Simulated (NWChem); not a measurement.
SnH₄O; SMILES [OH][SnH3]

All runs: NWChem. Coordinates come from a PBE-D3(BJ)/def2-SVP optimisation. def2 effective core potentials on Sn; no spin-orbit coupling. LC-ωPBE (HJS hole) with def2-SVP; x = 1 − exp(−ω/0.25 bohr⁻¹) is a scale chosen for this fit.

| row | x | −ε(HOMO) (eV) |
|---|---|---|
| ω = 0.05 | 0.181 | 6.99 |
| ω = 0.25 | 0.632 | withheld |
| ω = 0.30 | 0.699 | 9.95 |
| ω = 0.35 | 0.753 | 10.36 |
| ω = 0.60 | 0.909 | 11.70 |

### Question
Fit a straight line of the last column on the one before it, predict the withheld value, and compare with the run.

### Answer

1. Means of the 4 shown rows: x = 0.6355, y = 9.750. Slope Σ(x − x̄)(y − ȳ)/Σ(x − x̄)² = 1.872/0.2992 = 6.257; intercept 5.774.
2. The shown rows scatter about the line by 0.172 (root mean square); the largest residual is +0.24, at ω = 0.60.
3. At x = 0.632 (ω = 0.25; inside the shown range) the line gives 9.73.
4. The run gives 9.49, -0.24 from the line, 1.4 times the scatter.
